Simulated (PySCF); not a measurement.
**Nuclear quadrupole coupling in `C#C[C@](C)(CO)C[SiH2]C`**

Compound: C7H14OSi.
Atom-mapped SMILES: `[CH:1]#[C:2][C@:3]([CH3:4])([CH2:5][OH:6])[CH2:7][SiH2:8][CH3:9]` (hydrogens: H10 on C1; H11, H12, H13 on C4; H14, H15 on C5; H16 on O6; H17, H18 on C7; H19, H20 on Si8; H21, H22, H23 on C9)

Structure used (GFN2-xTB), in Å, numbered top down from 1:
```
atom  x, y, z in Å
C1    -2.472    0.871    2.392
C2    -1.816    0.576    1.436
C3    -1.000    0.237    0.278
C4    -1.788    0.585   -0.991
C5    -0.706   -1.274    0.339
O6     0.077   -1.714   -0.740
C7     0.310    1.031    0.345
Si8    1.720    0.530   -0.850
C9     2.898   -0.752   -0.099
H10   -3.050    1.132    3.229
H11   -2.110    1.623   -0.952
H12   -1.168    0.460   -1.876
H13   -2.676   -0.042   -1.077
H14   -1.650   -1.835    0.392
H15   -0.125   -1.492    1.239
H16   -0.435   -1.622   -1.550
H17    0.071    2.083    0.179
H18    0.694    0.965    1.366
H19    2.493    1.782   -1.002
H20    1.276    0.184   -2.206
H21    3.766   -0.878   -0.737
H22    2.430   -1.722    0.019
H23    3.255   -0.427    0.875
```

Field gradients from the PBE0/pcSseg-1 density (PySCF, non-relativistic), principal values in atomic units, ordered |Vxx| ≤ |Vyy| ≤ |Vzz|:

```
atom     Vxx     Vyy      Vzz
  O6  0.0603  1.7704  -1.8307
```

Find the asymmetry η = (Vxx − Vyy)/Vzz and the couplings χ = eQV/h (234.96 MHz × Q in barn × V in au), with Q(17O) = −0.0256 b.

| atom | environment | nucleus | η | χzz (MHz) | χxx (MHz) | χyy (MHz) |
| --- | --- | --- | --- | --- | --- | --- |
| O6 | alcohol oxygen | 17O | 0.93 | 11.01 | -0.36 | -10.65 |

At O6 η is above 0.9: Vyy and Vzz are nearly equal in size and opposite in sign, so a small change could swap them and flip the sign of χzz. The tensor is traceless: Vxx + Vyy + Vzz = 0.

What is Vzz at O6 in SI units (1 au = 9.71736 × 10²¹ V/m²)?

-1.8307 au = -17.790 × 10²¹ V/m².

And the gradient at the other heavy atoms, for which no coupling is worked out here?

| atom | environment | Vzz (au) | η |
| --- | --- | --- | --- |
| C1 | terminal alkyne carbon | -0.268 | 0.10 |
| C2 | alkyne carbon | -0.313 | 0.03 |
| C3 | propargylic carbon | 0.108 | 0.19 |
| C4 | methyl carbon | 0.085 | 0.16 |
| C5 | carbinol carbon (C–OH) | 0.364 | 0.35 |
| C7 | sp3 carbon bound to silicon | 0.118 | 0.70 |
| Si8 | SiH2 silicon | 0.096 | 0.83 |
| C9 | Si-methyl carbon | 0.042 | 0.65 |

What couplings would deuterons (Q(2H) = 0.00286 b) have in place of the hydrogens, at this geometry?

| atom | bonded to | bond length (Å) | Vzz (au) | η | χzz (kHz) |
| --- | --- | --- | --- | --- | --- |
| H10 | C1 | 1.049 | 0.3970 | 0.00 | 267 |
| H11 | C4 | 1.088 | 0.3125 | 0.02 | 210 |
| H12 | C4 | 1.088 | 0.3128 | 0.01 | 210 |
| H13 | C4 | 1.090 | 0.3100 | 0.02 | 208 |
| H14 | C5 | 1.099 | 0.2831 | 0.06 | 190 |
| H15 | C5 | 1.093 | 0.2926 | 0.06 | 197 |
| H16 | O6 | 0.963 | 0.4648 | 0.13 | 312 |
| H17 | C7 | 1.091 | 0.3105 | 0.04 | 209 |
| H18 | C7 | 1.092 | 0.3071 | 0.05 | 206 |
| H19 | Si8 | 1.479 | 0.1522 | 0.01 | 102 |
| H20 | Si8 | 1.469 | 0.1625 | 0.04 | 109 |
| H21 | C9 | 1.086 | 0.3275 | 0.01 | 220 |
| H22 | C9 | 1.084 | 0.3266 | 0.03 | 219 |
| H23 | C9 | 1.087 | 0.3249 | 0.01 | 218 |

The structure is a single GFN2-xTB conformer in the gas phase; no vibrational or solvent corrections. GFN2-xTB bond lengths can be off by several hundredths of an ångström, more for odd bonds, and the gradients follow them. These gradients aren't converged with respect to the basis.
